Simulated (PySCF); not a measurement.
A PySCF script (with the pyscf-properties extension) for the NMR shieldings of SMILES B[C@@H]1CC[C@@H]1C, C5H11B, on a GFN2-xTB geometry:

```python
import basis_set_exchange as bse
import numpy as np
from pyscf import gto, dft
from pyscf.prop import nmr

atoms = """
B    -0.955342    1.790410    0.476318
C    -0.714771    0.527544   -0.412300
C    -1.286988   -0.854591   -0.024630
C     0.039761   -1.508881   -0.430371
C     0.688290   -0.120764   -0.577830
C     1.680662    0.211794    0.523927
H    -1.924323    1.869080    1.127088
H    -0.200876    2.683253    0.454718
H    -1.091171    0.809120   -1.405057
H    -1.500171   -0.942377    1.039136
H    -2.163919   -1.179399   -0.582031
H    -0.022375   -2.057757   -1.368937
H     0.496430   -2.151581    0.320655
H     1.159299    0.055925   -1.547817
H     1.214827    0.098596    1.500514
H     2.540611   -0.454196    0.468156
H     2.033058    1.235855    0.428549
"""
names = dict.fromkeys(["B", "C", "H"], "pcSseg-1")
basis = {el: gto.basis.parse(bse.get_basis(n, elements=[el], fmt="nwchem")) for el, n in names.items()}
mol = gto.M(atom=atoms, basis=basis, charge=0, verbose=0)
mf = dft.RKS(mol, xc="PBE0")
mf.grids.level = 2
mf.grids.alignment = dft.numint.BLKSIZE   # the property module wants whole blocks of grid points
mf.conv_tol = 1e-9
mf.kernel()

calc = nmr.RKS(mf)   # GIAO
C = mf.mo_coeff
Co = C[:, mf.mo_occ > 0]
resp = mf.gen_response(singlet=True, hermi=2)
def vind(x):   # induced exchange potential for any number of trial vectors
    d = np.einsum("pi,xij,qj->xpq", C, 2 * x.reshape(-1, C.shape[1], Co.shape[1]), Co, optimize=True)
    return np.einsum("xpq,pi,qj->xij", resp(d - d.transpose(0, 2, 1)), C, Co, optimize=True).ravel()
mo1, _ = nmr.rhf.solve_mo1(calc, with_cphf=vind)
sigma = calc.kernel(mo1)
for i, s in enumerate(sigma):   # ppm
    w = np.linalg.eigvalsh((s + s.T) / 2)
    print("%2d %-2s iso %8.1f  s11 %8.1f  s22 %8.1f  s33 %8.1f" % (i, mol.atom_pure_symbol(i), w.mean(), *w))
```

Task: Give the expected output.

Result: 
```
 0 B  iso      6.8  s11    -79.2  s22    -27.6  s33    127.4
 1 C  iso    140.1  s11    118.3  s22    143.0  s33    158.9
 2 C  iso    161.6  s11    139.4  s22    160.9  s33    184.5
 3 C  iso    158.5  s11    139.7  s22    157.3  s33    178.5
 4 C  iso    148.0  s11    132.7  s22    143.4  s33    168.0
 5 C  iso    162.0  s11    148.9  s22    155.2  s33    181.7
 6 H  iso     23.6  s11     14.8  s22     27.0  s33     28.9
 7 H  iso     23.5  s11     14.2  s22     26.7  s33     29.5
 8 H  iso     29.3  s11     25.5  s22     29.1  s33     33.4
 9 H  iso     29.2  s11     26.0  s22     27.3  s33     34.3
10 H  iso     29.2  s11     26.0  s22     26.6  s33     35.1
11 H  iso     29.3  s11     26.3  s22     27.3  s33     34.2
12 H  iso     30.3  s11     27.2  s22     28.1  s33     35.6
13 H  iso     28.9  s11     24.6  s22     28.8  s33     33.2
14 H  iso     31.0  s11     27.7  s22     30.3  s33     35.2
15 H  iso     30.6  s11     26.7  s22     28.0  s33     37.0
16 H  iso     30.0  s11     25.8  s22     27.7  s33     36.5
```

These numbers come from an equivalent density-fitted implementation of the same equations, which agrees with the script to about 0.01 ppm for H and up to a few tenths of a ppm for heavy atoms, so last digits may differ.

Size and cost of the density-fitted run: 157 basis functions, 31 s wall time on 1 thread of an Arm Neoverse N1, shared host; peak memory 0.83 GiB.
